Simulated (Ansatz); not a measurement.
Start from `C=NB(F)Cl` and change one atom or group to get `FB(Cl)Br`.

Ansatz, PBE0-D4/def2-TZVP geometries, multiplicity 1. Each molecule was computed in one conformer, which needn't be the lowest.

Scalar relativity is left out up to krypton.

```
                                      property  `C=NB(F)Cl`
           HOMO energy (B3LYP/def2-TZVPP) / eV        -7.71
         LUMO energy (ωB97M-V/def2-TZVPP) / eV         0.73
zero-point energy (PBE0-D4/def2-TZVP) / kJ/mol        102.7
             HOMO energy (PBE/def2-TZVPP) / eV        -6.55
            HOMO energy (PBE0/def2-TZVPP) / eV        -7.94
size of the dipole moment (PBE/def2-TZVPP) / D         2.95
```

(1) Give the same properties after the change, and the shifts. (Best estimate.)

Answers

(1) Computed: 
| property | `FB(Cl)Br` | shift |
| --- | --- | --- |
| HOMO energy (B3LYP/def2-TZVPP) / eV | -8.58 | -0.87 |
| LUMO energy (ωB97M-V/def2-TZVPP) / eV | 0.97 | 0.24 |
| zero-point energy (PBE0-D4/def2-TZVP) / kJ/mol | 22.9 | -79.8 |
| HOMO energy (PBE/def2-TZVPP) / eV | -7.51 | -0.96 |
| HOMO energy (PBE0/def2-TZVPP) / eV | -8.87 | -0.93 |
| size of the dipole moment (PBE/def2-TZVPP) / D | 0.27 | -2.68 |

With PBE0 the HOMO falls by 0.93 eV and the LUMO rises by 0.36 eV, so the gap widens by about 1.29 eV. PBE moves the HOMO by -0.96 eV and ωB97M-V by -0.88 eV. The zero-point energy changes by -79.8 kJ/mol with -9 modes. Dipoles are sizes alone; their direction can turn.

B3LYP here is the variant with VWN-RPA as its local correlation; programs differ in this.

Spin–orbit coupling is left out; it splits and shifts lone-pair levels of the heavy atoms by tenths of an eV.
